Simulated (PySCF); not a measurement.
C3H5NSi2, SMILES C#CC1=N[SiH2][SiH2]1. Geometry optimised at PBE-D3(BJ)/def2-SVP. The structure was generated by enumeration, and PubChem lists no compound with its InChIKey, so it may never have been made.

Computed equilibrium geometry at PBE-D3(BJ)/def2-SVP (PySCF confirms it by a frequency run) as a Z-matrix, and its point group:
point group Cs.
```
C
N 1 1.3120
C 1 1.4284 2 123.75
C 3 1.2278 1 174.96 2 180.00
H 4 1.0816 2 164.10 1 180.00
Si 2 1.8202 1 102.68 3 180.00
H 6 1.5042 2 112.20 1 118.58
H 6 1.5042 7 108.79 2 -124.75
Si 1 1.9530 2 109.19 6 0.00
H 9 1.5082 1 115.31 2 116.25
H 9 1.5082 10 108.34 1 -130.93
```
Charge 0, spin multiplicity 1.
